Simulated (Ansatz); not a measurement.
A CCSD(T) single point on `FC([SiH3])CCl`.

```yaml
crystal:
  periodic: [false, false, false]
  atoms:
    - {symbol: F, position_ang: [-1.717964, -0.367410, 0.544773]}
    - {symbol: C, position_ang: [-0.450958, 0.197939, 0.432634]}
    - {symbol: Si, position_ang: [0.833817, -1.213548, 0.509240]}
    - {symbol: C, position_ang: [-0.358350, 0.991734, -0.838137]}
    - {symbol: Cl, position_ang: [-1.424236, 2.423015, -0.830930]}
    - {symbol: H, position_ang: [-0.315466, 0.864160, 1.292686]}
    - {symbol: H, position_ang: [2.195258, -0.616027, 0.516570]}
    - {symbol: H, position_ang: [0.677756, -2.086952, -0.681263]}
    - {symbol: H, position_ang: [0.612755, -1.989356, 1.752740]}
    - {symbol: H, position_ang: [0.660793, 1.353642, -0.980983]}
    - {symbol: H, position_ang: [-0.648005, 0.385803, -1.696631]}
basis:
  gaussian: {orbitals: def2-TZVPP}
correlation: {method: ccsd_t}
```

```sh
$ ansatz run in.yaml --threads 4 --pin off --events-out ev --progress --plain --max-ram 10444MiB
```

Output of Ansatz, abridged:

```
Functional definition: HF
1538 factors; integrals over basis functions are off by at most 9.8e-4 eV
mean field evaluation 1: about -25227.2204 eV, gradient 2.7e1 eV
mean field evaluation 2: about -25227.4841 eV, gradient 2.7e1 eV
mean field evaluation 4: about -25229.8400 eV, gradient 4.5e0 eV
mean field evaluation 8: about -25229.8960 eV, gradient 2.2e-1 eV
mean field -25229.89622156 eV, -927.1815847044 hartree, gradient 2.0e-6 eV, S^2 0.000000; 0 other end points of the search recorded, 0 dependent functions left out
13 core orbitals not correlated: weight in the atoms' cores, before any rotation towards them, 1.000 or more for the frozen orbitals, at most 0.000 for the correlated occupied ones
reference -25229.89622156 eV, -927.1815847044 hartree; 16, 16 occupied and 232, 232 virtual orbitals, 1538 factors
second order -24.67453184 eV of doubles, -0.00000000 eV of singles
cycle   1  -25.45190584 eV  change   -7.8e-1 eV  update   1.0e-1
cycle   2  -26.06377260 eV  change   -6.1e-1 eV  update   3.1e-2
cycle   3  -26.19634811 eV  change   -1.3e-1 eV  update   1.5e-2
cycle   4  -26.18643429 eV  change    9.9e-3 eV  update   3.4e-3
cycle   5  -26.18474820 eV  change    1.7e-3 eV  update   1.5e-3
cycle   6  -26.18532649 eV  change   -5.8e-4 eV  update   4.3e-4
cycle   7  -26.18514609 eV  change    1.8e-4 eV  update   1.7e-4
cycle   8  -26.18507278 eV  change    7.3e-5 eV  update   5.0e-5
cycle   9  -26.18508709 eV  change   -1.4e-5 eV  update   2.1e-5
perturbative correction -0.97858271 eV, -0.0359622513 hartree
Total energy: -25257.05989136 eV, -928.1798311576 hartree
```

Run time 3.2 min (4 threads of an Arm Neoverse V1 on a shared host); peak host memory 6.1 GiB.

The correlation energy is -27.164 eV, 3.6 % of it from (T); the T1 diagnostic reads 0.0109.
